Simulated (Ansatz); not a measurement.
Species: C3H11ClSi2, charge 0, multiplicity 1. 
Coordinates optimised at B3LYP-D3(BJ)/def2-TZVP (Ansatz, an electronic-structure program):
SMILES: C[SiH2][Si](C)(C)Cl
```xyz
17

C      2.7038    -0.7468     0.1820
Si     1.1829    -1.0681    -0.8771
Si    -0.7062    -0.0537     0.0679
C     -1.0934    -0.7326     1.7693
C     -2.2128    -0.1228    -1.0384
Cl    -0.1957     1.9685     0.3137
H      2.5816    -1.1784     1.1771
H      3.5977    -1.1813    -0.2682
H      2.8634     0.3264     0.2970
H      0.9419    -2.5321    -1.0004
H      1.3823    -0.5342    -2.2493
H     -1.9286    -0.1920     2.2193
H     -0.2336    -0.6437     2.4347
H     -1.3652    -1.7891     1.7015
H     -3.0485     0.4153    -0.5864
H     -2.0056     0.3225    -2.0122
H     -2.5180    -1.1605    -1.1955
```
Charge 0, spin multiplicity 1.

Computed values are from Ansatz. Correlated levels leave the core frozen unless marked. Open shells are spin-unrestricted. Spin-orbit coupling is left out. No relativistic terms. CBS(X,Y): correlation extrapolated as X^-3; Hartree-Fock from the larger set.

Problem. What is the dipole moment at CCSD(T)/aug-cc-pV(D+d)Z?

Solution. 1.79 D.

Problem. What is the total energy at CCSD(T)/CBS(cc-pV(T+d)Z,cc-pV(Q+d)Z)?

Solution. -1158.7931 Eh.

Problem. What is the atomisation energy De at CCSD(T)/CBS(cc-pV(T+d)Z,cc-pV(Q+d)Z)?

Solution. 6140.8 kJ/mol.

Problem. What is the T1 diagnostic at CCSD/cc-pV(Q+d)Z?

Solution. 0.010.
